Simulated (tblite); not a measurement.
Species: C₄H₇FSSi.
Atom-mapped SMILES: `[F:1][Si@@H:2]1[CH2:3][CH2:4][C:5](=[S:6])[CH2:7]1` (hydrogens: H8 on Si2; H9, H10 on C3; H11, H12 on C4; H13, H14 on C7)

Computed with GFN2-xTB (tblite), gas phase: L-BFGS steps from a force-field or distance-geometry start until the largest atomic force falls under 0.01 eV/Å.

Step 10: E = -595.2930 eV
```
atom  x, y, z in Å  |  force x, y, z in eV/Å
F1     -2.5914   -0.5401   -0.5890    0.038  -0.027   0.106
Si2    -1.3657   -0.3047    0.4441   -0.036   0.070  -0.004
C3     -0.4177    1.2990   -0.0181   -0.111  -0.114   0.117
C4      0.9063    0.7810   -0.6118    0.104  -0.162   0.199
C5      1.2104   -0.4701    0.1734   -0.114  -0.070  -0.271
S6      2.4208   -0.6248    1.2388    0.041   0.028  -0.091
C7      0.1063   -1.4594    0.0113    0.043   0.160   0.069
H8     -1.8755   -0.4469    1.8078    0.035   0.037  -0.299
H9     -0.2124    1.8873    0.8763    0.078  -0.040   0.039
H10    -0.9131    1.9787   -0.7093   -0.088  -0.121  -0.067
H11     1.7073    1.5177   -0.5537   -0.004  -0.041   0.082
H12     0.7489    0.5174   -1.6616    0.050   0.012   0.039
H13     0.0362   -1.7711   -1.0319   -0.068   0.074  -0.044
H14     0.2388   -2.3645    0.6016    0.033   0.194   0.126
```

Step 11: E = -595.3019 eV
```
atom  x, y, z in Å  |  force x, y, z in eV/Å
F1     -2.5917   -0.5436   -0.5787   -0.008  -0.030   0.035
Si2    -1.3623   -0.3046    0.4453   -0.039   0.067  -0.021
C3     -0.4165    1.2986   -0.0163   -0.073  -0.086   0.049
C4      0.9096    0.7826   -0.6132    0.018  -0.115   0.139
C5      1.2045   -0.4696    0.1657    0.078  -0.116  -0.172
S6      2.4191   -0.6237    1.2286    0.042   0.021  -0.080
C7      0.1064   -1.4622    0.0124   -0.014   0.148   0.017
H8     -1.8870   -0.4493    1.7969    0.028   0.034  -0.187
H9     -0.2078    1.8866    0.8791    0.049  -0.046  -0.018
H10    -0.9129    1.9737   -0.7131   -0.077  -0.114  -0.005
H11     1.7100    1.5210   -0.5424   -0.028  -0.091   0.049
H12     0.7571    0.5231   -1.6675    0.051   0.058   0.113
H13     0.0272   -1.7719   -1.0335   -0.048   0.041   0.056
H14     0.2438   -2.3610    0.6146    0.021   0.228   0.025
```

Step 12: E = -595.3089 eV
```
atom  x, y, z in Å  |  force x, y, z in eV/Å
F1     -2.5918   -0.5465   -0.5714   -0.058  -0.034  -0.034
Si2    -1.3605   -0.3032    0.4449   -0.024   0.041  -0.056
C3     -0.4171    1.2967   -0.0136    0.002  -0.030  -0.021
C4      0.9118    0.7814   -0.6113   -0.057  -0.019   0.035
C5      1.2022   -0.4716    0.1576    0.206  -0.107  -0.039
S6      2.4187   -0.6225    1.2198    0.063  -0.002  -0.066
C7      0.1059   -1.4612    0.0131   -0.056   0.090  -0.034
H8     -1.8930   -0.4498    1.7851   -0.009   0.023  -0.034
H9     -0.2037    1.8850    0.8813    0.015  -0.044  -0.054
H10    -0.9147    1.9670   -0.7160   -0.055  -0.105   0.047
H11     1.7111    1.5210   -0.5337   -0.035  -0.110   0.040
H12     0.7629    0.5270   -1.6685    0.042   0.083   0.133
H13     0.0203   -1.7703   -1.0340   -0.041   0.006   0.113
H14     0.2473   -2.3534    0.6245    0.007   0.208  -0.030
```

**Question.** Estimate the geometry and energy of step 13. (The exact step hangs on the optimiser's Hessian estimate; all steps are aligned on step 12, rigid shifts and turns removed.)

**Answer.** E = -595.3140 eV, largest force 0.228 eV/Å
```
atom  x, y, z in Å  |  force x, y, z in eV/Å
F1     -2.5932   -0.5494   -0.5663   -0.086  -0.035  -0.080
Si2    -1.3602   -0.3011    0.4441   -0.025   0.006  -0.070
C3     -0.4178    1.2943   -0.0123    0.061   0.014  -0.056
C4      0.9130    0.7799   -0.6087   -0.070   0.055  -0.041
C5      1.2041   -0.4753    0.1497    0.215  -0.052   0.055
S6      2.4204   -0.6218    1.2126    0.096  -0.032  -0.052
C7      0.1047   -1.4581    0.0136   -0.054   0.033  -0.055
H8     -1.8989   -0.4502    1.7762   -0.034   0.016   0.070
H9     -0.2003    1.8831    0.8811   -0.012  -0.032  -0.054
H10    -0.9169    1.9610   -0.7171   -0.041  -0.088   0.062
H11     1.7114    1.5191   -0.5265   -0.021  -0.093   0.046
H12     0.7687    0.5328   -1.6675    0.023   0.075   0.099
H13     0.0141   -1.7706   -1.0318   -0.040  -0.015   0.107
H14     0.2503   -2.3442    0.6306   -0.010   0.147  -0.031
```

The energy changes by -0.0051 eV. The first-order estimate −F·Δx gives -0.0070 eV and the mean of the old and new forces, exact on a quadratic surface, -0.0051 eV. The step makes an angle of 55° with the force vector and moves no atom by more than 0.011 Å.

The cost below is that of the whole relaxation. Hardware: one thread, Arm Neoverse N1 (aarch64), no GPU, shared host with 64 logical CPUs at a one-minute load of 60. Cost: 0.84 s.
